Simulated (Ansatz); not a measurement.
Ansatz (an electronic-structure program) input (PBE0/def2-TZVPD):

Ansatz 0.2 input:
```yaml
crystal:
  periodic: [false, false, false]
  atoms:
    - {symbol: Si, position_ang: [-0.05111433, 0.12438469, -0.30691107]}
    - {symbol: Cl, position_ang: [0.26799333, -0.65215117, 1.60914030]}
    - {symbol: C, position_ang: [-1.74437946, -0.43282051, -0.85958295]}
    - {symbol: C, position_ang: [1.28757340, -0.55661887, -1.41471068]}
    - {symbol: C, position_ang: [0.04825695, 1.98362745, -0.17880033]}
    - {symbol: H, position_ang: [-2.51735814, -0.06724577, -0.18156284]}
    - {symbol: H, position_ang: [-1.80770204, -1.52183897, -0.88926854]}
    - {symbol: H, position_ang: [-1.96240052, -0.05202084, -1.86088700]}
    - {symbol: H, position_ang: [1.25018116, -1.64669610, -1.44914392]}
    - {symbol: H, position_ang: [2.27667875, -0.26299219, -1.05931488]}
    - {symbol: H, position_ang: [1.16661346, -0.17978233, -2.43378589]}
    - {symbol: H, position_ang: [-0.11237691, 2.44178424, -1.15831067]}
    - {symbol: H, position_ang: [-0.70939046, 2.36986851, 0.50504207]}
    - {symbol: H, position_ang: [1.02676322, 2.29897922, 0.18716541]}
basis:
  gaussian:
    orbitals: def2-TZVPD
hamiltonian:
  xc: {name: PBE0}
output: {forces: true}
```

Output:

```
Functional definition: PBE0
integrals: 0.28 GiB planned
1585 factors; their error is unknown
0.40 GiB of the device are held for the grids
1.71 GiB of device memory are held for the factors and their scratch space
mean field: 1.91 GiB planned
mean field evaluation 1: about -23638.1178 eV, gradient 7.8e1 eV
mean field evaluation 2: about -23634.9384 eV, gradient 8.0e1 eV
mean field evaluation 4: about -23651.3136 eV, gradient 3.6e0 eV
mean field evaluation 8: about -23651.3426 eV, gradient 2.3e-2 eV
mean field evaluation 16: about -23651.3539 eV, gradient 2.2e-4 eV
mean field -23651.35386447 eV, -869.1712230557 hartree, gradient 2.4e-5 eV, S^2 0.000000; 0 other end points of the search recorded, 0 dependent functions left out
the calculation of the forces begins
reference -23651.35391486 eV, -869.1712249076 hartree; 29, 29 occupied and 252, 252 virtual orbitals, 1585 factors
Total energy: -23651.35391486 eV, -869.1712249076 hartree
Atom 0 at    -0.051114     0.124385    -0.306911 Å, force     0.008807    -0.021541     0.052903 eV/Å
Atom 1 at     0.267993    -0.652151     1.609140 Å, force    -0.023336     0.056780    -0.140115 eV/Å
Atom 2 at    -1.744379    -0.432821    -0.859583 Å, force     0.070138     0.018460     0.032471 eV/Å
Atom 3 at     1.287573    -0.556619    -1.414711 Å, force    -0.052427     0.023464     0.054911 eV/Å
Atom 4 at     0.048257     1.983627    -0.178800 Å, force    -0.002345    -0.079458     0.004911 eV/Å
Atom 5 at    -2.517358    -0.067246    -0.181563 Å, force    -0.022002     0.014716     0.025311 eV/Å
Atom 6 at    -1.807702    -1.521839    -0.889269 Å, force     0.002981    -0.036485     0.000378 eV/Å
Atom 7 at    -1.962401    -0.052021    -1.860887 Å, force    -0.001155     0.013010    -0.027922 eV/Å
Atom 8 at     1.250181    -1.646696    -1.449144 Å, force    -0.005522    -0.036138     0.001935 eV/Å
Atom 9 at     2.276679    -0.262992    -1.059315 Å, force     0.030621     0.012567     0.015676 eV/Å
Atom 10 at     1.166613    -0.179782    -2.433786 Å, force    -0.007774     0.013280    -0.026710 eV/Å
Atom 11 at    -0.112377     2.441784    -1.158311 Å, force    -0.005069     0.007729    -0.029410 eV/Å
Atom 12 at    -0.709390     2.369869     0.505042 Å, force    -0.026985     0.008054     0.023419 eV/Å
Atom 13 at     1.026763     2.298979     0.187165 Å, force     0.034070     0.005561     0.012241 eV/Å
Dipole moment:    -0.073027     0.177712    -0.438483 e Å
```
